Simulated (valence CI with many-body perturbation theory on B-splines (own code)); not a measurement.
Values are calculated unless marked as measured or tabulated.
Re⁵⁴⁺: what the settings do

Level of theory: configuration interaction combined with many-body perturbation theory (CI+MBPT): three valence electrons over a frozen Dirac-Fock core [Ar], a basis of 6 s, 6 p, 5 d, 5 f, 1 g functions for each j, with the one-electron correlation potential Σ1 (screened to all orders), the two-electron term Σ2, the three-electron term Σ3, Breit, model QED; selected single and double excitations, second order for the rest, scaled by the run's own slope (own B-spline code, finite nucleus).

The last digits are not significant, and no measured levels were compared; by estimate large intervals hold to a few tenths of a per cent, small ones and those within an open d or f shell to about a per cent. The list stops below the first excitations out of the core. Only levels of the ground parity were solved; by the run's estimate the other parity begins above the list, which can be wrong where configurations are misplaced.

The reference run has the lowest level (3d3/2^3) J=3/2 and an ionisation energy of 5237.57 eV. Its largest variational space holds 2181 state functions.

Levels are named by their leading jj configuration (3d3/2^4 stands for four electrons in 3d with j = 3/2), which in mixed levels can hold well under half, so a name can repeat and another be missing. Letters in brackets count levels of one name in rising energy.

Changed runs:
A. correlating orbitals by l 3 3 3 3 1 → 6 4 1 1 2; Davidson tolerance 2e-05 → 0.001
B. size limit of the variational space 10000 → 1500
C. scale of Σ1 1 → 1.1
D. scale of Σ2 1 → 3 (bad on purpose)

Excitation energies of the reference run in cm⁻¹, and shifts in cm⁻¹:

```tsv
Level	Reference	A	B	C	D
(3d3/2^2 3d5/2) J=5/2 [a]	566978	-38	+0.3	+219	+8176
(3d3/2^2 3d5/2) J=3/2	618635	-109	-0.2	+219	+1403
(3d3/2^2 3d5/2) J=9/2	648565	-118	+0.5	+221	+8370
(3d3/2^2 3d5/2) J=7/2	650126	-103	-0.3	+225	+5156
(3d3/2^2 3d5/2) J=1/2	662882	-163	+0.5	+222	-3238
(3d3/2^2 3d5/2) J=5/2 [b]	856587	-85	-0.5	+239	-7651
(3d3/2 3d5/2^2) J=7/2 [a]	1205380	-89	+0.1	+438	+12557
(3d3/2 3d5/2^2) J=9/2	1243420	-129	+0.5	+442	+13257
(3d3/2 3d5/2^2) J=3/2 [a]	1286840	-97	+0.1	+444	+3373
(3d3/2 3d5/2^2) J=1/2	1311180	-207	+0.5	+446	-376
(3d3/2 3d5/2^2) J=11/2	1321340	-185	+0.5	+444	+12987
(3d3/2 3d5/2^2) J=5/2 [a]	1323280	-146	-0.5	+441	+282
Ionisation energy (eV)	5237.57	-0.022	+6e-05	+0.27	+12.35
```
